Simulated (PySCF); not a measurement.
C8H12ClF.
SMILES with atom numbers: `[F:1][C@@H:2]1[CH2:3][C@@H:4]2[CH2:5][CH2:6][C@@H:7]2[CH2:8][C@H:9]1[Cl:10]` (hydrogens: H11 on C2; H12, H13 on C3; H14 on C4; H15, H16 on C5; H17, H18 on C6; H19 on C7; H20, H21 on C8; H22 on C9)

The calculation used PBE0-D3(BJ)/def2-SVP geometry optimisation, gas phase (PySCF 2.14.0).

Question: List the bond lengths, angles and torsions at this level.

Answer: 
```csv
bond,length (Å),order
F1–C2,1.384,single
C2–C3,1.522,single
C3–C4,1.520,single
C4–C5,1.543,single
C5–C6,1.542,single
C6–C7,1.543,single
C7–C8,1.525,single
C8–C9,1.517,single
C9–Cl10,1.805,single
C2–C9,1.536,single
C4–C7,1.552,single
C2–H11,1.101,single
C3–H12,1.101,single
C3–H13,1.103,single
C4–H14,1.101,single
C5–H15,1.101,single
C5–H16,1.100,single
C6–H17,1.101,single
C6–H18,1.100,single
C7–H19,1.100,single
C8–H20,1.104,single
C8–H21,1.100,single
C9–H22,1.098,single
```

Orders are formal, as drawn. A selection of angles:
```csv
angle,degrees
F1–C2–C3,108.2
F1–C2–C9,107.2
F1–C2–H11,107.4
C3–C2–C9,113.0
C3–C2–H11,112.2
C9–C2–H11,108.6
C2–C3–C4,112.5
C2–C3–H12,110.5
C2–C3–H13,106.0
C4–C3–H12,111.7
C4–C3–H13,109.4
H12–C3–H13,106.4
C3–C4–C5,114.6
C3–C4–C7,110.5
C3–C4–H14,110.3
C5–C4–C7,88.8
C5–C4–H14,116.1
C7–C4–H14,115.0
C4–C5–C6,89.3
C4–C5–H15,116.7
C4–C5–H16,112.0
C6–C5–H15,117.4
C6–C5–H16,112.4
H15–C5–H16,108.2
C5–C6–C7,89.1
C5–C6–H17,112.5
C5–C6–H18,117.3
C7–C6–H17,112.1
C7–C6–H18,117.1
H17–C6–H18,107.9
C6–C7–C8,120.3
C6–C7–H19,111.2
C8–C7–H19,109.9
C4–C7–C6,88.9
C4–C7–C8,114.7
C4–C7–H19,110.1
C7–C8–C9,110.1
C7–C8–H20,110.6
C7–C8–H21,112.2
C9–C8–H20,106.6
C9–C8–H21,110.4
H20–C8–H21,106.7
C8–C9–Cl10,109.9
C8–C9–H22,112.0
```

Dihedral angles: F1–C2–C3–C4 -154° (antiperiplanar); C2–C3–C4–C5 158° (antiperiplanar); C3–C4–C5–C6 -97° (anticlinal); C4–C5–C6–C7 -15° (synperiplanar); C5–C6–C7–C8 133° (anticlinal); C6–C7–C8–C9 -140° (anticlinal); C7–C8–C9–Cl10 -61° (synclinal); F1–C2–C9–C8 94° (anticlinal); C3–C4–C7–C6 101° (anticlinal).

The 4-membered ring C4–C5–C6–C7 has internal angles of 88.8° to 89.3° (sum 356°, against 360° for a flat polygon); it is puckered, 0.10 Å rms from its mean plane, widest ring torsion 15°. Of the pairs four or more bonds apart, C8···H13 is among the closest relative to their van der Waals radii: 2.81 Å, 97 % of the sum of Bondi's values. The 9 C–C bonds span 1.517 Å (C8–C9, drawn single) to 1.552 Å (C4–C7, drawn single), a spread of 0.035 Å. The 6-membered ring C2–C3–C4–C7–C8–C9 has internal angles of 110.1° to 114.7° (sum 673°, against 720° for a flat polygon); it is puckered, 0.30 Å rms from its mean plane, widest ring torsion 61°.

Point group: C1 (no symmetry element, even within 0.4 Å). PBE0-D3(BJ)/def2-SVP frequencies: not computed here. The numbers are those of one conformer.
